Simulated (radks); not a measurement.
Initial-state core-level shifts of the terbium ion Tb2+ when its valence configuration changes from [Xe] 4f9. Calculated with a radial shooting solver on a logarithmic mesh with Libxc functionals: Dirac Kohn-Sham, PBE, spin-unpolarised, spherical densities, finite nucleus; open shells fill j = l - 1/2 first; Fermi nuclear charge, rms radius 5.06 fm. Shifts are changes of the shell-averaged eigenvalues in eV (positive: less bound); the change of the density at the nucleus, which sets a Mossbauer isomer shift, is in e/bohr^3, on a base of 6.867e+05.

valence,1s,2s,3s,5p,density at nucleus
4f8 6s1,-9.017,-9.651,-10.447,-5.510,+82.63
4f7 5d2,-13.643,-14.816,-16.780,-6.043,+64.03
4f8 5d1,-6.343,-6.864,-7.734,-2.996,+28.91
4f8.5 6p0.5,-4.813,-5.105,-5.470,-3.205,+16.67
4f8.5 5d0.5,-3.036,-3.279,-3.686,-1.482,+13.61
4f6.5 6p2.5,-27.990,-29.899,-32.288,-16.804,+108.27
4f8.5 6s0.5,-4.282,-4.576,-4.945,-2.689,+38.35
